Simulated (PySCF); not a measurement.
Al(Cl)(OMe)(SeH) (CH4AlClOSe), SMILES C[O][Al]([Cl])[SeH]. Atoms are numbered in the order given.

```xyz
9

Al     0.0383     0.4244     0.0000
Cl     1.9765     1.2237     0.0000
O     -1.3001     1.4411     0.0000
C     -1.5939     2.8103     0.0000
H     -2.1884     3.0727    -0.8920
H     -0.6808     3.4334     0.0000
H     -2.1884     3.0727     0.8920
Se    -0.3007    -1.8297     0.0000
H      1.1451    -2.0791     0.0000
```
Charge 0, spin multiplicity 1.

Geometry optimised at ωB97X-D3(BJ)/def2-SVP. Other conformers were not sampled.

All values below come from PySCF with KT2/pcSseg-1.

GIAO shieldings, no solvent; atoms alike by connectivity are averaged. δ = σ(ref) − σ: ³⁵Cl against HCl (σ = 945.4 ppm); ¹⁷O against H2O (σ = 330.4 ppm); ¹³C against TMS (σ = 185.1 ppm); ¹H against TMS (σ = 31.47 ppm); ⁷⁷Se against Me2Se (σ = 1692.1 ppm), references at their B3LYP-D3(BJ)/def2-TZVP geometries, non-relativistic (without spin–orbit terms, shifts of atoms bonded to Cl or Br come out too high).

Problem. Estimate the chemical shifts. (Estimate from the structure and the level; the computed values follow.)

Solution. 
```csv
nucleus,atoms,count,δ (ppm)
³⁵Cl,Cl2,1,34.2
¹⁷O,O3,1,62.5
¹³C,C4,1,59.2
¹H,"H5, H6, H7",3,4.42
¹H,H9,1,0.29
⁷⁷Se,Se8,1,-543.7
```
